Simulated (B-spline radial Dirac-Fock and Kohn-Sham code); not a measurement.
# What relativity does to the binding energies of Pd²⁴⁺

System: Pd²⁴⁺, [Ar] 3d4.

Both columns are ΔSCF binding energies of the configuration average from a radial finite-basis atomic code: non-relativistic Hartree-Fock with a point nucleus, and Dirac-Fock with a finite nucleus and the Coulomb interaction alone, averaged over the two j levels with weights 2j+1.

```
shell  Hartree-Fock (eV)  Dirac-Fock (eV)  shift (eV)  shift (%)
   1s            24700.1          25429.6     +729.57      +2.95
   2s             4420.9           4601.6     +180.75      +4.09
   2p             4167.3           4220.7      +53.41      +1.28
   3s             1472.7           1517.3      +44.67      +3.03
   3p             1369.9           1385.9      +16.06      +1.17
   3d             1214.7           1212.5       -2.25      -0.19
```

Relativity binds 1s, 2s, 2p, 3s, 3p more strongly, among those listed most of all 2s in relative terms, and 3d more weakly, because the contracted s and p shells screen the nucleus better.

Values without a named source are computed, but for edge energies of neutral atoms, which are taken from tables.
